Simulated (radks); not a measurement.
All-electron atom: Fe9+ in [Ne] 3s2 3p5 (the NIST ground configuration).

Method: Dirac Kohn-Sham, PBE, spin-unpolarised, spherical densities, point nucleus; open shells are shared between the two j in proportion to 2j + 1; speed of light set to 1370.36 atomic units (10 times the physical value, a model run); computed with a radial shooting solver on a logarithmic mesh with Libxc functionals.

Energy parts (Ry):
total: -2468.33049
kinetic: 2467.33523
electron-nucleus: -5594.77984
Hartree: 755.99534
exchange-correlation: -96.88123

Orbitals (lengths in bohr, moments of r in powers of bohr):
| orbital | occ. | eigenvalue (Ry) | <r^2> | <1/r> | <r> | small-component weight |
|---|---|---|---|---|---|---|
| 1s1/2 | 2 | -525.8418 | 0.004691 | 25.52 | 0.05915 | 8.67e-05 |
| 2s1/2 | 2 | -75.60578 | 0.08534 | 5.481 | 0.2691 | 1.59e-05 |
| 2p1/2 | 2 | -67.50904 | 0.06819 | 5.429 | 0.2359 | 1.57e-05 |
| 2p3/2 | 4 | -67.50002 | 0.06820 | 5.428 | 0.2359 | 1.57e-05 |
| 3s1/2 | 2 | -20.78513 | 0.6266 | 1.918 | 0.7417 | 4.31e-06 |
| 3p1/2 | 1.66667 | -18.29560 | 0.6420 | 1.838 | 0.7457 | 4.04e-06 |
| 3p3/2 | 3.33333 | -18.29410 | 0.6421 | 1.838 | 0.7458 | 4.04e-06 |

The highest occupied level is 3p3/2 at -248.90 eV. The density falls to 0.001 e/bohr^3 at r = 1.89 bohr.

Run on one thread of a shared host, so times are rough (Arm Neoverse V2): 0.06 s of CPU time, 0.06 s wall, 13 iterations on 2476 mesh points.
